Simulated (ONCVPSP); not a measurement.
# Pseudopotential generation for nitrogen: ONCV, LDA (Perdew-Wang 92), scalar-relativistic.

```json
{
 "Element": "nitrogen",
 "Generator": "ONCVPSP 4.0.1",
 "Type": "optimised norm-conserving Vanderbilt (ONCV)",
 "Functional": "LDA (Perdew-Wang 92)",
 "Relativity": "scalar-relativistic",
 "Frozen core": "[He]",
 "Valence charge": "5",
 "Reference configuration": "2s2 2p3",
 "Partial waves": "2s: rc 0.95 bohr, ncon 5, nbas 9, qcut 6.2 1/bohr, 2 projectors, debl 0.8 Ha; 2p: rc 1.80 bohr, ncon 4, nbas 8, qcut 9.7 1/bohr, 2 projectors, debl 2.6 Ha; d scattering state at 0.21 Ha: rc 1.45 bohr, ncon 4, nbas 7, qcut 7.3 1/bohr, 1 projector",
 "Local potential": "polynomial inside 0.80 bohr (lpopt 5, dvloc0 4 Ha)",
 "Core correction": "polynomial model core, fcfact 0.7"
}
```

All-electron outer shells of the reference configuration (LDA (PZ), scalar-relativistic, ld1.x):

```json
{"shell": "1s", "level (eV)": "-381.53", "outermost node (bohr)": "–", "outermost maximum (bohr)": "0.15"}
{"shell": "2s", "level (eV)": "-18.42", "outermost node (bohr)": "0.32", "outermost maximum (bohr)": "1.02"}
{"shell": "2p", "level (eV)": "-7.24", "outermost node (bohr)": "–", "outermost maximum (bohr)": "0.97"}
```

What the tests gave:

* Cutoffs needed: 82 Ha and 219 Ha (the cutoffs (Ha) at which the residual kinetic energy of the hardest occupied pseudo-wave falls to 1 and 0.1 mHa per electron)
* Ghost test: no bound ghost flagged; GHOST(+) flags only above 600 eV
* Largest excitation error: +713 meV (all-electron minus pseudo) for 2s2 2p0, out of 4 test configurations
* rms error of d²Exc/dni dnj: 2.81 mHa without and 1.08 mHa with the model core

Generation and tests took about 3.1 s on one core of a shared server CPU.
